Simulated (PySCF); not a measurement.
Computed shifts of a molecule C4H9NSi, PBE/pcSseg-1 run with PySCF, GIAO, gas phase, equivalent atoms averaged, in ppm (number of nuclei): ¹⁵N: 23.5 (1). ²⁹Si: 4.1 (1). ¹³C: 140.6 (2), 27.1 (1), 23.1 (1). ¹H: 6.37 (2), 5.42 (1), 2.06 (1), 1.81 (1), 1.69 (1), 1.58 (1), 0.47 (1), 0.26 (1). References: ¹⁵N against NH3 (σ = 267.0 ppm); ²⁹Si against TMS (σ = 335.4 ppm); ¹³C against TMS (σ = 182.0 ppm); ¹H against TMS (σ = 31.49 ppm), references at their B3LYP-D3(BJ)/def2-TZVP geometries, non-relativistic. Geometry: PBE0-D3(BJ)/def2-SVP. One conformer was computed; it need not be the lowest.

Question: Which structure fits?
A. C=C(C)/N=C/[SiH3]
B. C#C[C@@](C)(N)[SiH3]
C. C=C1CN[SiH2]C1
D. N[SiH]1CC=CC1

Answer: D, N[SiH]1CC=CC1
